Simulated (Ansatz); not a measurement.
Input file for Ansatz (a program for electronic structure): R-wB97M-V/def2-TZVPP on C3H4Br2 (SMILES C/C(Br)=C\Br), atoms moved off the minimum.

Ansatz 0.2 input:
```yaml
crystal:
  periodic: [false, false, false]
  atoms:
    - {symbol: C, position_ang: [-1.68143167, -0.57186438, 0.56474483]}
    - {symbol: C, position_ang: [-0.48645677, 0.24313535, 0.14440604]}
    - {symbol: Br, position_ang: [-0.81769681, 2.07116315, 0.05179671]}
    - {symbol: C, position_ang: [0.66047208, -0.18981794, -0.17753785]}
    - {symbol: Br, position_ang: [1.19175439, -1.99362813, -0.19257700]}
    - {symbol: H, position_ang: [-2.01873648, -0.27211787, 1.56150110]}
    - {symbol: H, position_ang: [-1.47427208, -1.63312454, 0.61403418]}
    - {symbol: H, position_ang: [-2.52734592, -0.43846285, -0.10040354]}
    - {symbol: H, position_ang: [1.49984305, 0.44151551, -0.53106092]}
basis:
  gaussian:
    orbitals: def2-TZVPP
hamiltonian:
  xc: {name: wB97M-V}
scf: {lower_state_search: off}
output: {forces: true}
```

Program output:

```
WARN ansatz: RAYON_NUM_THREADS=8 ignored (pool sized by the plan → 8); use --threads N
Functional definition: wB97M-V
these checks for a lower state are left out or cut short: stability, starts, cluster_reference, orbital_swaps, neighbouring_geometries, increment
integrals: 0.29 GiB planned
1592 factors; their error is unknown
integrals: 0.33 GiB planned
302 factors; integrals over basis functions are off by at most 3.1e-5 eV
0.36 GiB of the device are held for the grids
1.95 GiB of device memory are held for the factors and their scratch space
mean field: 1.63 GiB planned
mean field evaluation 1: about -143256.3120 eV, gradient 3.9e1 eV
mean field evaluation 2: about -143257.5020 eV, gradient 3.1e1 eV
mean field evaluation 4: about -143259.6388 eV, gradient 1.6e0 eV
mean field evaluation 8: about -143259.6508 eV, gradient 5.7e-2 eV
mean field evaluation 16: about -143260.1430 eV, gradient 1.8e-4 eV
mean field -143260.14296180 eV, -5264.7131486336 hartree, gradient 5.8e-6 eV, S^2 0.000000; 0 other end points of the search recorded, 0 dependent functions left out
the calculation of the forces begins
reference -143260.14300584 eV, -5264.7131502522 hartree; 46, 46 occupied and 199, 199 virtual orbitals, 1592 factors
Total energy: -143260.14300584 eV, -5264.7131502522 hartree
Atom 0 at    -1.681432    -0.571864     0.564745 Å, force    -0.002312     0.098311     0.489828 eV/Å
Atom 1 at    -0.486457     0.243135     0.144406 Å, force    -3.755520    -0.086179     0.961749 eV/Å
Atom 2 at    -0.817697     2.071163     0.051797 Å, force    -0.106563     0.915064    -0.032371 eV/Å
Atom 3 at     0.660472    -0.189818    -0.177538 Å, force     4.459174    -0.467942    -1.469180 eV/Å
Atom 4 at     1.191754    -1.993628    -0.192577 Å, force    -0.093231    -0.295782     0.075649 eV/Å
Atom 5 at    -2.018736    -0.272118     1.561501 Å, force     0.086099     0.106478    -0.114679 eV/Å
Atom 6 at    -1.474272    -1.633125     0.614034 Å, force     0.281012    -0.122524    -0.098160 eV/Å
Atom 7 at    -2.527346    -0.438463    -0.100404 Å, force    -0.010862     0.213736    -0.230687 eV/Å
Atom 8 at     1.499843     0.441516    -0.531061 Å, force    -0.857797    -0.361163     0.417849 eV/Å
Dipole moment:    -0.132465    -0.038564     0.037100 e Å
Checks for a lower state left out: stability, starts, cluster_reference, orbital_swaps, neighbouring_geometries, increment
```

The run converged.
